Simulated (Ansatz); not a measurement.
# Reading a saddle point

A first-order saddle point of SiNH₉O₂, closed shell, PBE0-D4/def2-TZVP, with one imaginary mode of 1372i cm⁻¹:

Si1  (-0.994, 0.033, -0.661)
H2  (-0.101, -1.303, 0.451)
H3  (-1.639, 1.028, -1.579)
H4  (-1.852, 0.092, 0.548)
O5  (-0.900, -1.205, -1.742)
H6  (1.002, 0.618, 0.738)
N7  (0.553, 0.989, -0.329)
H8  (0.546, -0.909, 1.108)
O9  (1.337, -0.164, 1.692)
H10  (-0.539, -2.005, -1.348)
H11  (1.246, 0.776, -1.042)
H12  (0.375, 1.987, -0.385)
H13  (0.966, 0.064, 2.548)
(Å)

Ansatz 0.2.0; basis: def2-TZVPP and def2-QZVPP; cores frozen in the correlated methods. Extrapolation: Hartree–Fock as exp(−7.88 √X), correlation as X^−2.97.

Which contacts change along the imaginary mode, and what lies on either side? (A judgement: the text doesn't fix the answer.)

By the calculation: The step is SiH₄O ([OH][SiH3]) + H₂O + NH₃ → SiNH₅O ([NH2][SiH2][OH]) + H₂O + H₂, with the molecules in contact on both sides. Shortening one way: Si1–N7, H2–H8, H6–O9; lengthening the same way: Si1–H2, H6–N7, H8–O9.
| pair | one side (Å) | saddle (Å) | other side (Å) |
| --- | --- | --- | --- |
| Si1–N7 | 2.50 | 1.85 | 1.74 |
| H2–H8 | 1.92 | 1.00 | 0.75 |
| H6–O9 | 2.12 | 1.28 | 0.98 |
| Si1–H2 | 1.50 | 1.95 | 4.64 |
| H6–N7 | 1.02 | 1.22 | 1.98 |
| H8–O9 | 0.96 | 1.23 | 2.65 |

Which side is lower, and how far does the saddle lie above each? (An estimate is asked for; the value comes from the calculation.)

Computed: The side with Si1–N7, H2–H8, H6–O9 short is lower by 12.49 kcal/mol; the saddle lies 48.19 kcal/mol above it and 35.70 kcal/mol above the other (CCSD(T) at an estimated basis limit (MP2 extrapolated from triple and quadruple zeta, plus CCSD(T) − MP2 in triple zeta); electronic energies).

No T1 diagnostic of these runs exceeds 0.012.

Labels in which every atom is bracketed show which atoms are joined, not bond orders.

For scale, one of the runs: CCSD(T)/def2-TZVPP, 261 basis functions, launched by `ansatz run in.yaml --threads 8 --pin off --events-out ev --progress --plain --max-ram 19148MiB`. Hardware: 8 CPU threads of an Arm Neoverse V1, shared host. Wall time 100 s; peak host memory 6.4 GiB.
